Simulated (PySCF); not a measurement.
C₇H₁₁FO₂S.
Structure used (GFN2-xTB), in Å, numbered top down from 1:
```
atom  x, y, z in Å
O1     0.3195   -2.2638    0.9388
S2    -0.1738   -0.9554    1.3784
C3    -1.6906   -0.5319    0.4075
C4    -1.8076    0.9548    0.6999
C5    -0.3906    1.5312    0.5295
C6     0.5112    0.3488    0.2033
O7     1.8496    0.6956    0.4505
C8     2.8085   -0.2544    0.1928
F9     3.1710   -0.2396   -1.1365
C10    0.1707   -0.2386   -1.1594
C11   -1.2610   -0.7859   -1.0293
H12   -2.5578   -1.1121    0.7139
H13   -2.5188    1.4287    0.0221
H14   -2.1649    1.1069    1.7188
H15   -0.0330    2.0024    1.4445
H16   -0.3395    2.2726   -0.2682
H17    3.7045    0.0223    0.7591
H18    2.4867   -1.2779    0.4211
H19    0.8615   -1.0465   -1.3997
H20    0.2626    0.5239   -1.9343
H21   -1.2721   -1.8583   -1.2255
H22   -1.9466   -0.3035   -1.7280
```

Level of theory: PBE0/pcSseg-1 in PySCF (dipole) on a GFN2-xTB geometry, gas phase.

Masses are those of the commonest isotopes; rigid-rotor values at the optimised geometry. The values belong to one conformer with, in the numbering `[O:1]=[S@@:2]1[C@H:3]2[CH2:4][CH2:5][C@:6]1([O:7][CH2:8][F:9])[CH2:10][CH2:11]2`, C5–C6–O7–C8 -179°, C6–O7–C8–F9 84°.

Task: Give the principal moments of inertia and the rotational constants in MHz.

Result: Ia = 313.92, Ib = 604.25, Ic = 667.09 u·Å²; 505379 MHz·u·Å²/I gives A = 1610, B = 836.4, C = 757.6 MHz.

Task: Classify the top.

Result: An asymmetric top; Ray's κ = -0.815.

Task: Is it planar, by Δ = Ic − Ia − Ib?

Result: Not planar: Δ = Ic − Ia − Ib = -251.09 u·Å². For a rigid frame Δ = −2 Σ m c², so Σ m c² = 125.54 u·Å² lies off the ab plane: 23.14 from hydrogen and 102.40 from heavier atoms. The atom farthest from that plane is 2.30 Å away.

Task: Predict some low-J microwave lines.

Result: The dipole components are |μa| = 2.60 D, |μb| = 2.48 D, |μc| = 0.38 D. The squared components, which scale the intensities, stand as 1.00 : 0.91 : 0.02 (a : b : c). Some lines, for components of 0.1 D or more:

```tsv
type	branch	J(Ka,Kc)	MHz	lower level (cm⁻¹)
a	Q	3(1,2) ← 3(1,3)	472	0.338
c	Q	2(1,2) ← 2(0,2)	700	0.159
b	Q	1(1,0) ← 1(0,1)	852	0.053
c	Q	3(2,2) ← 3(1,2)	2206	0.354
b	Q	3(2,1) ← 3(1,2)	2235	0.354
b	Q	2(2,0) ← 2(1,1)	2326	0.191
b	R	1(1,1) ← 0(0,0)	2367	0.000
b	R	2(0,2) ← 1(1,1)	2409	0.079
b	Q	2(2,1) ← 2(1,2)	2557	0.183
a	R	2(1,2) ← 1(1,1)	3109	0.079
c	R	3(3,1) ← 2(2,1)	8850	0.268
b	R	3(3,0) ← 2(2,1)	8850	0.268
```

Task: Estimate the classical rotational partition function at 25 K, 100 K and 298.15 K.

Result: Point group C1, symmetry number σ = 1; q = (√π/σ)·√((kT/h)³/(ABC)), k/h = 20836.6 MHz/K: 20900 at 25 K, 167000 at 100 K, 859000 at 298.15 K.

No GFN2-xTB frequencies stand behind this structure, so it isn't proved a minimum. Zero-point vibration and centrifugal distortion are left out.

The run took 76 s wall on one thread of an Arm Neoverse V1, on a shared host. This is the PBE0/pcSseg-1 job that gave the dipole, with the shieldings it also computed.
